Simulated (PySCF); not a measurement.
C2H9NSi2

The system: C2H9NSi2, a carbene (divalent C1, bonded to 1 C + 1 N); neutral, singlet. The structure, one conformer, was relaxed in the gas phase by PBE0-D3(BJ)/def2-SVP. No frequency run checks that it is a minimum.

The strong deshielding of the divalent centre rests on a low-lying excitation, and density functionals tend to overstate it.

SMILES: C[C]N([SiH3])[SiH3]

```xyz
14

C     0.291    1.193   -0.045
C     1.758    1.083    0.142
N    -0.399    0.056   -0.077
Si    0.164   -1.660    0.074
Si   -2.059    0.682   -0.339
H     2.044    1.678    1.025
H     2.174    0.058    0.247
H     2.252    1.584   -0.708
H    -1.065   -2.493   -0.013
H     0.836   -1.882    1.386
H     1.096   -2.009   -1.036
H    -2.970   -0.515   -0.394
H    -2.152    1.387   -1.644
H    -2.485    1.532    0.802
```
Atoms count from 1 in this order.

Shieldings: GIAO PBE0/pcSseg-1. Shifts are against computed references at the same level: C TMS (σ 184.4 ppm), H TMS (σ 31.27 ppm), Si TMS (σ 352.0 ppm). Core levels by delta-SCF with SCAN, pcX-2 on the ionised atom and pcseg-1 elsewhere, spin-free X2C (2p3/2 is the spin-free 2p value less a third of a first-order spin-orbit splitting); from the vacuum level, for chosen atoms.

(1) Give the shieldings and core levels atom by atom.

(2) By CAM-B3LYP/def2-SVPD (TDDFT singlets, Tamm-Dancoff triplets, ionisation by delta-SCF), where does absorption start, and what does vertical ionisation take?

Answers

(1) 
```json
{"atoms": "C1", "bonded to": "1 C + 1 N", "σ (ppm)": "-271.6", "δ (ppm)": "456.0", "core level (eV)": "-"}
{"atoms": "C2", "bonded to": "1 C + 3 H", "σ (ppm)": "135.0", "δ (ppm)": "49.4", "core level (eV)": "1s 290.73"}
{"atoms": "N3", "bonded to": "1 C + 2 Si", "σ (ppm)": "27.1", "δ (ppm)": "-", "core level (eV)": "1s 405.06"}
{"atoms": "Si4", "bonded to": "1 N + 3 H", "σ (ppm)": "439.7", "δ (ppm)": "-87.7", "core level (eV)": "2p3/2 107.21"}
{"atoms": "Si5", "bonded to": "1 N + 3 H", "σ (ppm)": "421.5", "δ (ppm)": "-69.5", "core level (eV)": "2p3/2 107.02"}
{"atoms": "H6 H7 H8", "bonded to": "1 C", "σ (ppm)": "27.82", "δ (ppm)": "3.45", "core level (eV)": "-"}
{"atoms": "H9 H10 H11", "bonded to": "1 Si", "σ (ppm)": "26.58", "δ (ppm)": "4.69", "core level (eV)": "-"}
{"atoms": "H12 H13 H14", "bonded to": "1 Si", "σ (ppm)": "26.31", "δ (ppm)": "4.96", "core level (eV)": "-"}
```

Values are those of this one static structure, with the three H of a rotating XH3 group averaged; atoms that internal rotation interchanges would show their mean in an NMR spectrum. The mean hides a wide spread in H6 H7 H8 (σ from 27.1 to 29.3 ppm).

Core levels of C1 are left out, their hole states being strongly spin-contaminated.

(2) The lowest singlet lies at 2.94 eV (f 0.003), the strongest of the first 6 at 6.33 eV (f 0.074), the lowest triplet at 1.75 eV; vertical ionisation takes 7.70 eV.

The 3 runs behind this took 3.1 min in all, one thread each of Arm Neoverse N1 on a shared host, launched as `OMP_NUM_THREADS=1 python cluster_run.py task.json out`.
